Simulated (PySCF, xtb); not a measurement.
Sn(F)2(Cl)(OMe) (CH3ClF2OSn), SMILES C[O][Sn]([F])([F])[Cl]. One conformer was computed; it need not be the lowest.

Harmonic wavenumbers (cm⁻¹) from GFN2-xTB run with xtb at its own minimum, in rising order: 34, 53, 80, 94, 97, 104, 177, 203, 283, 366, 397, 405, 1000, 1110, 1131, 1383, 1422, 1455, 2936, 2944, 2945.

Question: What does PBE0-D3(BJ)/def2-SVP run with PySCF 2.14.0 give at its own minimum? (The exact figures need the calculation; the answer reports its results.)

Answer: 23, 83, 107, 129, 149, 176, 188, 261, 408, 589, 655, 666, 1114, 1170, 1184, 1463, 1467, 1480, 3024, 3112, 3145. Paired by order, the mean absolute difference is 95 cm⁻¹ and the zero-point energies are 26.6 and 29.4 kcal/mol.
